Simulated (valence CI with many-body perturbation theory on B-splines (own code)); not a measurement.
Sensitivity of CI+MBPT for Cd27+

Computed by valence CI with perturbative core correlation (CI+MBPT): three valence electrons over a frozen Dirac-Fock core [Ar], a basis of 6 s, 6 p, 5 d, 5 f, 1 g functions for each j, with the one-electron correlation potential Σ1, the two-electron term Σ2, the three-electron term Σ3, Breit, model QED; selected CI, second order for the rest, scaled by the run's own slope (own B-spline code, finite nucleus).

The last digits are not significant, and no measured levels were compared; by estimate large intervals hold to a few tenths of a per cent, small ones and those within an open d or f shell to about a per cent. Only levels of the ground parity were solved; by the run's estimate the other parity begins above the list, which can be wrong where configurations are misplaced.

The reference run has the lowest level 3d3 4F_3/2 and an ionisation energy of 1477.71 eV. Its largest variational space holds 2233 state functions.

Names give the largest LS component (configuration and term), which can be under half, so a name can repeat, a term be missing and a line seem to break the LS rules; names also repeat where a configuration has a term twice. Letters in brackets count levels of one name in rising energy.

Changed runs:
A. scale of Σ1 1 → 0; scale of Σ2 1 → 0; three-electron term on → off
B. scale of Σ1 1 → 0
C. scale of Σ1 1 → 0.9
D. cutoff of virtual states (hartree) 4608 → 150 (bad on purpose)

Excitation energies of the reference run in cm⁻¹, and shifts in cm⁻¹:

| Level | Reference | A | B | C | D |
| --- | --- | --- | --- | --- | --- |
| 3d3 4F_5/2 | 41660 | -1679 | -476 | -48 | -77 |
| 3d3 4F_7/2 | 70639 | -1747 | -664 | -66 | -92 |
| 3d3 4P_3/2 | 85320 | +2256 | -421 | -42 | -32 |
| 3d3 4F_9/2 | 86533 | -1160 | -645 | -64 | -56 |
| 3d3 4P_1/2 | 99720 | +2647 | -532 | -53 | -34 |
| 3d3 2G_7/2 | 136364 | -585 | -944 | -95 | -103 |
| 3d3 2H_9/2 | 143097 | -2127 | -1024 | -103 | -76 |
| 3d3 4P_5/2 | 147061 | +2256 | -922 | -92 | -96 |
| 3d3 2D_3/2 [a] | 166339 | +1927 | -1093 | -109 | -166 |
| 3d3 2P_1/2 | 176663 | +936 | -1131 | -113 | -155 |
| 3d3 2H_11/2 | 188137 | -1947 | -1149 | -115 | -23 |
| 3d3 2D_5/2 [a] | 202366 | +3477 | -1244 | -125 | -171 |
| Ionisation energy (eV) | 1477.71 | -7.75 | -2.61 | -0.26 | -0.36 |
